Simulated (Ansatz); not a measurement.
A nudged elastic band was laid between two geometries of CH5SSb (8 atoms, charge 0, multiplicity 1).

Computed with RKS PBE0-D4/def2-SVP in Ansatz.

| Quantity | Value |
| --- | --- |
| movable images | 7 |
| climbing image | yes |
| spring | 5.0 eV/Å² |
| optimiser | quadratic models (default) |
| start path | IDPP |
| force threshold | 0.05 eV/Å |
| iteration limit | 60 |
| end points | relaxed |

Image 0:

```xyz
8
Properties=species:S:1:pos:R:3
C -0.806 1.151 -0.520
S -0.297 0.238 0.971
Sb 1.115 -1.481 -0.046
H -1.375 0.523 -1.219
H 0.049 1.606 -1.042
H -1.464 1.958 -0.166
H 2.404 -1.288 1.073
H 0.466 -2.765 0.894
```

Image 8:

```xyz
8
Properties=species:S:1:pos:R:3
C -0.633 0.890 -0.463
S -0.519 0.501 1.307
Sb 0.968 -1.431 1.325
H -1.077 0.059 -1.030
H 0.351 1.140 -0.886
H -1.289 1.769 -0.550
H 2.107 -0.752 0.226
H 0.184 -2.233 0.016
```

Question: What changes between the two ends?

Answer: No bond is made or broken. The height of Sb3 over the plane of its neighbours goes from 1.03 to -1.03 Å.

Question: What energy profile does the band end with?

Answer: It converged. The highest image is number 3 of 0 to 8, 201.1 kJ/mol above the first end and 204.7 kJ/mol above the last; the last end lies 3.6 kJ/mol below the first. A vibrational analysis at the climbing image gives one clearly imaginary mode, 989i cm⁻¹: a first-order saddle point.

```json
{"image": "0", "path coordinate (Å)": "0.00", "energy (kJ/mol)": "0.0", "height of Sb3 over the plane of its neighbours (Å)": "1.03"}
{"image": "1", "path coordinate (Å)": "0.41", "energy (kJ/mol)": "14.1", "height of Sb3 over the plane of its neighbours (Å)": "0.86"}
{"image": "2", "path coordinate (Å)": "0.82", "energy (kJ/mol)": "97.8", "height of Sb3 over the plane of its neighbours (Å)": "0.48"}
{"image": "3", "path coordinate (Å)": "1.22", "energy (kJ/mol)": "201.1", "height of Sb3 over the plane of its neighbours (Å)": "0.01"}
{"image": "4", "path coordinate (Å)": "1.61", "energy (kJ/mol)": "106.7", "height of Sb3 over the plane of its neighbours (Å)": "-0.43"}
{"image": "5", "path coordinate (Å)": "2.00", "energy (kJ/mol)": "25.9", "height of Sb3 over the plane of its neighbours (Å)": "-0.79"}
{"image": "6", "path coordinate (Å)": "2.38", "energy (kJ/mol)": "7.4", "height of Sb3 over the plane of its neighbours (Å)": "-0.93"}
{"image": "7", "path coordinate (Å)": "2.77", "energy (kJ/mol)": "-0.7", "height of Sb3 over the plane of its neighbours (Å)": "-0.99"}
{"image": "8", "path coordinate (Å)": "3.15", "energy (kJ/mol)": "-3.6", "height of Sb3 over the plane of its neighbours (Å)": "-1.03"}
```

Question: What is the geometry of the highest image?

Answer: 
```xyz
8
Properties=species:S:1:pos:R:3
C -0.768 1.105 -0.628
S -0.483 0.487 1.065
Sb 0.953 -1.362 0.830
H -1.255 0.345 -1.252
H 0.169 1.435 -1.094
H -1.441 1.968 -0.511
H 2.598 -1.148 0.888
H 0.320 -2.886 0.646
```

Question: What are the harmonic wavenumbers there?

Answer: 989i, 150, 208, 265, 386, 432, 695, 724, 959, 962, 1320, 1428, 1445, 2117, 2156, 3061, 3177, 3204 cm⁻¹.

Time of the run: 110 s on 1 thread of Intel(R) Xeon(R) 6975P-C (Granite Rapids), with other jobs on the host, peak memory 0.19 GiB.
